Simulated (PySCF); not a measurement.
C4H6Si, SMILES C([SiH2]C#C)=C.

Geometry: r2SCAN-D4/def2-SVP. Other conformers were not sampled.

Two levels are set side by side: PBE/def2-TZVP (PySCF) and r2SCAN/def2-TZVP (PySCF). Same geometry, gas phase. Differences are taken from unrounded values.

```tsv
quantity	r2SCAN	PBE	PBE minus r2SCAN
orbital gap (eV)	5.58	5.16	-0.42
highest occupied level (eV)	-7.09	-6.87	0.22
lowest empty level (eV)	-1.51	-1.71	-0.20
dipole moment (D)	0.79	0.77	-0.02
mean polarisability (bohr³)	72.3	73.8	1.5
```

Rough cost on one machine, each run with all the roots and properties that it gave: r2SCAN against PBE about 4 times.
